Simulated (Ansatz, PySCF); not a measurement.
System: CH$_{3}$BO, net charge 0, singlet state. 
Geometry from a B3LYP-D3(BJ)/def2-TZVP (Ansatz, a first-principles code) optimisation:
SMILES: [O+]#C[BH3-]
```xyz
6

B      0.0006     0.0064    -1.3356
H      1.1674     0.0101    -1.6425
H     -0.5845     1.0172    -1.6384
H     -0.5808    -1.0035    -1.6481
C     -0.0001    -0.0009     0.1841
O     -0.0006    -0.0063     1.3128
```

Dipole moments at this geometry, in debye (magnitudes).

```json
[
 {"level": "PBE/def2-TZVPD", "program": "Ansatz", "dipole (D)": "1.23"},
 {"level": "BLYP/def2-TZVPD", "program": "Ansatz", "dipole (D)": "1.27"},
 {"level": "B97M-V/def2-TZVPD", "program": "Ansatz", "dipole (D)": "?"},
 {"level": "PBE0/def2-TZVPD", "program": "Ansatz", "dipole (D)": "1.35"},
 {"level": "BHLYP/def2-TZVPD", "program": "Ansatz", "dipole (D)": "1.47"},
 {"level": "PW6B95/def2-TZVPD", "program": "PySCF", "dipole (D)": "1.36"},
 {"level": "CAM-B3LYP/def2-TZVPD", "program": "Ansatz", "dipole (D)": "1.47"},
 {"level": "wB97X-V/def2-TZVPD", "program": "Ansatz", "dipole (D)": "1.58"},
 {"level": "CCSD(T)/aug-cc-pVDZ", "program": "Ansatz", "dipole (D)": "?"}
]
```

Question: What belongs in the gaps?

Answer: 
- B97M-V/def2-TZVPD, dipole (D): 1.35
- CCSD(T)/aug-cc-pVDZ, dipole (D): 1.88
